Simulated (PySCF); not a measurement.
Species: C7H15As.
SMILES with atom numbers: `[CH2:1]=[CH:2][CH2:3][As:4]([CH3:5])[CH:6]([CH3:7])[CH3:8]` (hydrogens: H9, H10 on C1; H11 on C2; H12, H13 on C3; H14, H15, H16 on C5; H17 on C6; H18, H19, H20 on C7; H21, H22, H23 on C8)

A GFN2-xTB structure was refined with PBE0-D3(BJ)/def2-SVP geometry optimisation, gas phase in PySCF. Its GFN2-xTB values:

| coordinate | GFN2-xTB |
| --- | --- |
| C1=C2 | 1.324 Å |
| C1–H9 | 1.079 Å |
| C1–H10 | 1.077 Å |
| C2–C3 | 1.478 Å |
| C2–H11 | 1.084 Å |
| C3–As4 | 2.013 Å |
| C3–H12 | 1.093 Å |
| As4–C5 | 1.971 Å |
| As4–C6 | 2.008 Å |
| C5–H14 | 1.089 Å |
| C6–C7 | 1.524 Å |
| C6–H17 | 1.096 Å |
| C7–H18 | 1.090 Å |
| C1–C2–C3 | 124.5° |
| C2–C3–As4 | 113.8° |
| C3–As4–C5 | 96.5° |
| C3–As4–C6 | 99.4° |
| As4–C6–C7 | 110.3° |
| C5–As4–C6 | 97.2° |
| C7–C6–C8 | 110.1° |
| C1–C2–C3–As4 | 99° |
| C2–C3–As4–C5 | -55° |

How do these coordinates change at the PBE0-D3(BJ)/def2-SVP level?

```json
{"coordinate": "As4–C6", "PBE0-D3(BJ)/def2-SVP (Å or °)": "1.991", "change": "-0.017"}
{"coordinate": "C1–H9", "PBE0-D3(BJ)/def2-SVP (Å or °)": "1.095", "change": "+0.016"}
{"coordinate": "C1–H10", "PBE0-D3(BJ)/def2-SVP (Å or °)": "1.093", "change": "+0.016"}
{"coordinate": "C1=C2", "PBE0-D3(BJ)/def2-SVP (Å or °)": "1.338", "change": "+0.014"}
{"coordinate": "C2–H11", "PBE0-D3(BJ)/def2-SVP (Å or °)": "1.097", "change": "+0.013"}
{"coordinate": "C3–As4", "PBE0-D3(BJ)/def2-SVP (Å or °)": "2.001", "change": "-0.012"}
{"coordinate": "C5–H14", "PBE0-D3(BJ)/def2-SVP (Å or °)": "1.100", "change": "+0.011"}
{"coordinate": "C7–H18", "PBE0-D3(BJ)/def2-SVP (Å or °)": "1.101", "change": "+0.011"}
{"coordinate": "As4–C5", "PBE0-D3(BJ)/def2-SVP (Å or °)": "1.962", "change": "-0.009"}
{"coordinate": "C3–H12", "PBE0-D3(BJ)/def2-SVP (Å or °)": "1.101", "change": "+0.008"}
{"coordinate": "C6–H17", "PBE0-D3(BJ)/def2-SVP (Å or °)": "1.103", "change": "+0.007"}
{"coordinate": "C2–C3", "PBE0-D3(BJ)/def2-SVP (Å or °)": "1.484", "change": "+0.006"}
{"coordinate": "C6–C7", "PBE0-D3(BJ)/def2-SVP (Å or °)": "1.522", "change": "-0.002"}
{"coordinate": "C7–C6–C8", "PBE0-D3(BJ)/def2-SVP (Å or °)": "111.7", "change": "+1.6"}
{"coordinate": "C2–C3–As4", "PBE0-D3(BJ)/def2-SVP (Å or °)": "115.2", "change": "+1.4"}
{"coordinate": "C1–C2–C3", "PBE0-D3(BJ)/def2-SVP (Å or °)": "125.8", "change": "+1.3"}
{"coordinate": "C3–As4–C5", "PBE0-D3(BJ)/def2-SVP (Å or °)": "97.2", "change": "+0.7"}
{"coordinate": "C5–As4–C6", "PBE0-D3(BJ)/def2-SVP (Å or °)": "97.8", "change": "+0.6"}
{"coordinate": "As4–C6–C7", "PBE0-D3(BJ)/def2-SVP (Å or °)": "110.1", "change": "-0.2"}
{"coordinate": "C3–As4–C6", "PBE0-D3(BJ)/def2-SVP (Å or °)": "99.3", "change": "-0.1"}
{"coordinate": "C2–C3–As4–C5", "PBE0-D3(BJ)/def2-SVP (Å or °)": "-57", "change": "-2"}
{"coordinate": "C1–C2–C3–As4", "PBE0-D3(BJ)/def2-SVP (Å or °)": "100", "change": "+1"}
```

The energy falls by 1.6 kcal/mol over 5 energy and gradient evaluations, the largest force component goes from 0.0120 to 4.3e-04 Eh/bohr, and the atoms move by 0.048 Å rms after alignment. Among the bonds, As4–C6, C1–H9 and C1–H10 change most and about equally (-0.017 to +0.016 Å). Bonds longer at the end by more than 0.005 Å: 17 of 22; shorter: 3. Rotational constants go from 1818, 1061, 916.1 to 1804, 1064, 912.2 MHz.

The run used 205 basis functions and 32 SCF cycles in all.

Whether it is a minimum is left open (no frequencies). The numbers are those of one conformer.

Conformer computed: `[CH2:1]=[CH:2][CH2:3][As:4]([CH3:5])[CH:6]([CH3:7])[CH3:8]`: C1–C2–C3–As4 100°, C2–C3–As4–C5 -57°, C3–As4–C6–C7 66°.
